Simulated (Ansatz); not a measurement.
Calculated with Ansatz (gas phase, PBE0-D4/def2-TZVP geometries, no zero-point term in ΔE). CBS: MP2 limit from def2 TZ/QZ plus the TZ coupled-cluster correction, frozen cores. This one scheme is used for every species. DFT in def2-TZVPP. B3LYP here is the variant with VWN-RPA as its local correlation; programs differ in this. HSE06 is defined as in plane-wave codes. One conformer a species, not always the lowest.

Reaction (ligand exchange at a B–C bond): `CCB(C)S` + HCl → `CCB(S)Cl` + CH₄

(1) Is it downhill or uphill in electronic energy at CCSD(T)/CBS, and by how much? (Best estimate.)

(2) What do these levels give: BLYP-D4, B97M-V, B3LYP-D4, HSE06-D4, LC-ωPBE, HF/def2-QZVPP? (Estimate.)

Largest T1 diagnostic among the species: 0.012.

## Answers

(1) The calculation gave: Downhill: ΔE = -85.0 kJ/mol.

(2) The calculation gave: BLYP-D4 -88.9, B97M-V -89.5, B3LYP-D4 -87.9, HSE06-D4 -85.8, LC-ωPBE -83.8, HF/def2-QZVPP -89.6 kJ/mol.

Leaving LDA and LC-ωPBE aside and taking each functional with its dispersion term where it has one, the values, not all of them listed here, spread over 4.2 kJ/mol, from B2PLYP to CAM-B3LYP-D4. LDA lies +7.3 kJ/mol from PBE without D4. At CCSD(T), def2-SVP lies −10.3 kJ/mol from the extrapolated value and def2-TZVPP +0.5 kJ/mol.
